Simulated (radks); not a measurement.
Ionisation ladder of lanthanum, from La XXIII to La XLIV. Each ion is in the ground configuration listed by NIST, and IE = E(next ion) - E(this ion). All-electron calculation, scalar-relativistic Kohn-Sham, LDA (Slater exchange, VWN5 correlation), spin-polarised, spherical densities, finite nucleus; open shells are filled with parallel spins first (spin-orbit coupling, left out, can overturn this in heavy ions); Fermi nuclear charge, rms radius 4.855 fm. Program: a radial shooting solver on a logarithmic mesh with Libxc functionals.

species,configuration,E (hartree),"IE, Delta-SCF (eV)",-e(HOMO) (eV),HOMO,<r> HOMO (bohr),"IE, NIST (eV)",kind,error (eV)
La XXIII,[Ar] 3d10 4s2 4p5,-8275.3933,739.70,722.38,4p down,0.620,731,theory,+8.7
La XXIV,[Ar] 3d10 4s2 4p4,-8248.2100,774.73,757.56,4p down,0.614,770,theory,+4.7
La XXV,[Ar] 3d10 4s2 4p3,-8219.7393,819.15,801.14,4p up,0.608,806,theory,+13.1
La XXVI,[Ar] 3d10 4s2 4p2,-8189.6362,855.78,837.77,4p up,0.603,865,theory,-9.2
La XXVII,[Ar] 3d10 4s2 4p1,-8158.1869,892.18,874.36,4p up,0.598,906,theory,-13.8
La XXVIII,[Ar] 3d10 4s2,-8125.4000,1003.1,985.62,4s,0.579,995,theory,+8.1
La XXIX,[Ar] 3d10 4s1,-8088.5380,1044.1,1026.6,4s up,0.574,1039.1,semi-emp.,+5.0
La XXX,[Ar] 3d10,-8050.1686,1806.9,1764.5,3d,0.251,1800,theory,+6.9
La XXXI,[Ar] 3d9,-7983.7659,1893.8,1850.8,3d down,0.249,1884,theory,+9.8
La XXXII,[Ar] 3d8,-7914.1699,1981.9,1938.3,3d down,0.246,1974,theory,+7.9
La XXXIII,[Ar] 3d7,-7841.3363,2071.1,2027.0,3d down,0.243,2069,theory,+2.1
La XXXIV,[Ar] 3d6,-7765.2245,2161.3,2116.8,3d down,0.241,2162,theory,-0.7
La XXXV,[Ar] 3d5,-7685.7993,2277.9,2231.6,3d up,0.237,2259,theory,+18.9
La XXXVI,[Ar] 3d4,-7602.0863,2372.9,2326.0,3d up,0.235,2377,theory,-4.1
La XXXVII,[Ar] 3d3,-7514.8826,2469.1,2421.6,3d up,0.233,2473,theory,-3.9
La XXXVIII,[Ar] 3d2,-7424.1457,2566.3,2518.3,3d up,0.230,2577,theory,-10.7
La XXXIX,[Ar] 3d1,-7329.8372,2664.3,2616.0,3d up,0.228,2674,theory,-9.7
La XL,[Ar],-7231.9246,2983.3,2940.9,3p,0.255,2950,theory,+33.3
La XLI,[Ne] 3s2 3p5,-7122.2897,3070.3,3028.1,3p down,0.254,3036,theory,+34.3
La XLII,[Ne] 3s2 3p4,-7009.4574,3156.4,3114.7,3p down,0.252,3133,theory,+23.4
La XLIII,[Ne] 3s2 3p3,-6893.4628,3268.0,3224.1,3p up,0.250,3222,theory,+46.0
La XLIV,[Ne] 3s2 3p2,-6773.3649,3357.7,3314.0,3p up,0.249,3416,theory,-58.3

Reference values: NIST Atomic Spectra Database (exp. = measured, semi-emp. = semi-empirical, theory = theoretical value adopted there). The ionisation energy per charge of the ion left behind rises most, in proportion, at La XXX ([Ar] 3d10), from 36.003 to 60.230 eV. Open shells are spherical and high-spin; term and fine-structure splittings are not resolved. Spin-orbit splitting is averaged out at the scalar-relativistic level.
